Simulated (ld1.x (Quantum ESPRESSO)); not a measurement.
## What the settings do to the TM potential of phosphorus

Base potential:

| Quantity | Value |
| --- | --- |
| Element | P (Z = 15) |
| Generator | ld1.x (Quantum ESPRESSO) 7.5 |
| Type | norm-conserving Troullier–Martins (Kleinman–Bylander form) |
| Functional | PBE |
| Relativity | scalar-relativistic |
| Frozen core | [Ne] |
| Valence charge | 5 |
| Reference configuration | 3s2 3p3 |
| Partial waves | 3s (bound): rc 1.10 bohr; 3p (bound): rc 1.20 bohr; 3d channel at 0.1 Ry: rc 0.90 bohr |
| Local potential | the d channel |
| Core correction | a·sin(br)/r model core inside 0.85 bohr |

All-electron outer shells of the reference configuration (PBE, scalar-relativistic, ld1.x):

```
shell  level (eV)  outermost node (bohr)  outermost maximum (bohr)
   2s     -173.99                   0.14                      0.42
   2p     -124.49                      –                      0.36
   3s      -13.97                   0.65                      1.58
   3p       -5.51                   0.64                      1.83
```

Cutoffs, loose and tight: the cutoffs (Ry, on a coarse ladder) from which the occupation-weighted sum of valence levels, in a spherical-Bessel basis at the reference potential, stays within 10 and 1 mRy of its value at 400 Ry. They do not see the model core or the augmentation charge, which bear on the density cutoff. Test errors are all-electron minus pseudo excitation energies from the reference, over the configurations 3s2 3p2; 3s2 3p1; 3s2 3p0; 3s1 3p0; 3s1 3p4; 3s0 3p5; 3s2 3p2.5. A dash means not determined; rows that change the core or the reference have their own tests.

A true bound ghost makes a file unfit for plane-wave use even where its test errors are small: the radial tests pick states by their node count and pass the ghost by.

```csv
change,outcome,"cutoff, loose","cutoff, tight",bound ghosts,largest test error (meV)
base,generated,80 Ry,200 Ry,s,+14
local potential the s channel,generated,80 Ry,200 Ry,none,+169
wave 3s (bound): rc 1.10 bohr becomes 3s (bound): rc 0.96 bohr,generated,200 Ry,over 300 Ry,s,-84
wave 3d channel at 0.1 Ry: rc 0.90 bohr becomes 3d channel at -0.16 Ry: rc 0.90 bohr,generated,80 Ry,200 Ry,s,-14
core correction a·sin(br)/r model core inside 0.64 bohr,generated,80 Ry,200 Ry,s,-22
wave 3d channel at 0.1 Ry: rc 0.90 bohr becomes 3d channel at 0.1 Ry: rc 0.86 bohr,generated,80 Ry,200 Ry,s,+17
"type ultrasoft; waves now 3s (bound): rcut 0.95, rcutus 1.10 bohr; 3s channel at 0.4 Ry: rcut 0.95, rcutus 1.10 bohr; 3p (bound): rcut 1.05, rcutus 1.20 bohr; 3p channel at -0.05 Ry: rcut 1.05, rcutus 1.20 bohr; 3d channel at 0.1 Ry: rcut 0.80, rcutus 0.90 bohr; local potential all-electron potential smoothed inside 1.00 bohr (lloc = -2); augmentation PSQ, radius 0.75 bohr",failed: chargeps: negative rho,–,–,–,–
"all radii but the core radius scaled by about 0.83 (s 0.92, p 1.00, d 0.74 bohr)",generated,260 Ry,over 300 Ry,s,-111
core correction a·sin(br)/r model core inside 0.70 bohr,generated,80 Ry,200 Ry,s,-21
wave 3d channel at 0.1 Ry: rc 0.90 bohr becomes 3d channel at -0.07 Ry: rc 0.90 bohr,generated,80 Ry,200 Ry,s,-14
```

(1) What comes out with this change to the base: wave 3p (bound): rc 1.20 bohr becomes 3p (bound): rc 0.98 bohr?

(2) What comes out with this change to the base: all radii but the core radius scaled by about 1.09 (s 1.20, p 1.30, d 0.98 bohr)?

Answers

(1) outcome: generated; cutoff, loose: 260 Ry; cutoff, tight: 300 Ry; bound ghosts: s; largest test error (meV): -81.

(2) outcome: generated; cutoff, loose: 60 Ry; cutoff, tight: 110 Ry; bound ghosts: s; largest test error (meV): +9.8.
